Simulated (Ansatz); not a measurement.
`C[O][In]([Cl])[Cl]` + NH₃ → `[NH2][In]([Cl])[Cl]` + CH₃OH at 298.15 K and 1 bar (ligand exchange at the In–O bond).

Gas-phase electronic energies from Ansatz, PBE0-D4/def2-TZVP geometries. CCSD(T)/CBS is the MP2 limit (def2-TZVPP, def2-QZVPP) plus CCSD(T) − MP2 in def2-TZVPP, frozen cores. This one scheme is used for every species. def2 core potentials past Kr. For In outer-core shells are correlated without core-valence functions, which leaves a few kJ/mol of doubt a bond. One conformer a species, not always the lowest.

| species | CCSD(T)/CBS energy (Eh) | H − E (kJ/mol) | S (J/(mol·K)) |
| --- | --- | --- | --- |
| `C[O][In]([Cl])[Cl]` | -1224.50245 | 137.7 | 402.7 |
| NH₃ | -56.50880 | 100.5 | 192.4 |
| `[NH2][In]([Cl])[Cl]` | -1165.39137 | 91.7 | 357.2 |
| CH₃OH | -115.61712 | 146.3 | 238.2 |

H − E and S are ideal-gas, rigid-rotor, harmonic terms from PBE0-D4/def2-TZVP, for one conformer and one mirror image of each species. 1 Eh = 2625.50 kJ/mol, R = 8.31446 J/(mol·K).

Task: By hand: ΔE, ΔH, ΔS and ΔG.

Result: ΔE = (-1165.39137) + (-115.61712) − (-1224.50245) − (-56.50880) = 0.00276 Eh = 7.2 kJ/mol. Δ(H − E) = 91.7 + 146.3 − 137.7 − 100.5 = -0.2, so ΔH = 7.0 kJ/mol. ΔS = 357.2 + 238.2 − 402.7 − 192.4 = 0.3 J/(mol·K). ΔG = 7.0 − 298.15 × (0.3)/1000 = 6.9 kJ/mol.

Task: By hand: the equilibrium constant, and the temperature at which ΔG would vanish if ΔH and ΔS stayed fixed.

Result: log₁₀ K = −ΔG/(RT ln 10) = -1.2. ΔG = 0 at ΔH/ΔS = 23333 K, far beyond where these terms or the molecules hold.

The number of gas molecules stays the same, so ΔS is small and ΔH decides. A doubt of 5 kJ/mol in ΔE shifts log₁₀ K by 0.9 here. Other conformers and mirror images would add mixing entropy, several J/(mol·K) or more a flexible species. Modes under 60 cm⁻¹, often nearly free rotors, make the harmonic entropy too high. These are equilibria of isolated gas molecules and say nothing of rates. Largest T1 diagnostic: 0.015 (customary marks: 0.02 for closed shells, 0.045 for open ones).
